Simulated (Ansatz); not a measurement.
Cost and result up the ladder for the cluster Cu2H3 (the lowest doublet isomer of a short search) (5 atoms). Charge 0, multiplicity 2. Geometry: PBE-D4/def2-TZVP.

```tsv
atom	x (Å)	y (Å)	z (Å)
Cu1	-0.337	-1.115	0.290
Cu2	0.198	1.180	0.103
H3	-0.204	-2.276	-0.660
H4	0.794	2.002	-1.008
H5	-0.451	0.209	1.274
```

Ansatz on 4 threads of Arm Neoverse V2 on a shared host. Times are rough, and most runs start from the orbitals of an earlier one. ωB97M-V/def2-TZVP serves as the yardstick here, not as an exact answer. Differences are given only for rows in sets of like size (and for xTB, whose basis is part of the method), since another set adds its own error. Binding counts from free atoms at the same level (Cu doublet, H doublet; other spins of the atoms weren't run), without zero-point energy or a counterpoise term.

The 6-31G sets use Cartesian d functions. B3LYP takes the VWN-RPA correlation. HSE06 is defined as in plane-wave codes, on full-range PBE exchange. Correlated methods freeze 18 core orbitals. In CCSD on the charge 0 doublet the largest single amplitude is 0.27, so its Hartree–Fock determinant may place the open shell otherwise than the density functionals do. The structure comes from a short search, and lower isomers may exist.

Run but left out: HF/6-31G, MP2/def2-TZVP (a determinant that CCSD turns far, T1 0.093).

Correlated methods converge slowly with the basis.

| level | functions | wall time | binding energy per atom (eV) | difference from ωB97M-V/def2-TZVP (eV) | remarks |
| --- | --- | --- | --- | --- | --- |
| PBE-D4/def2-SVP | 77 | 0.95 s | 1.93 | – | – |
| PBE-D4/def2-TZVP | 108 | 1.2 s | 1.76 | 0.10 | – |
| PBE0-D4/def2-SVP | 77 | 1.4 s | 1.73 | – | – |
| B3LYP-D4/6-31G | 64 | 1.4 s | 2.19 | – | – |
| PBE-D4/def2-TZVPD | 123 | 1.5 s | 1.77 | 0.11 | – |
| HSE06-D4/def2-TZVP | 108 | 1.8 s | 1.61 | -0.05 | – |
| CAM-B3LYP-D4/def2-TZVP | 108 | 2 s | 1.66 | 0.00 | – |
| PBE0-D4/def2-TZVPD | 123 | 2 s | 1.62 | -0.04 | – |
| r2SCAN-D4/def2-TZVP (with forces) | 108 | 3.1 s | 1.84 | 0.18 | – |
| r2SCAN-D4/def2-TZVPD | 123 | 3.5 s | 1.85 | 0.18 | – |
| PBE0-D4/def2-TZVP | 108 | 3.5 s | 1.61 | -0.05 | – |
| B97M-V/def2-TZVP | 108 | 4.7 s | 1.81 | 0.15 | – |
| ωB97M-V/def2-TZVP | 108 | 6 s | 1.66 | 0.00 | – |
| CCSD(T)/def2-TZVPP | 170 | 29 s | 1.59 | -0.07 | large T1 (0.085), spin-contaminated (⟨S²⟩ 1.24) |
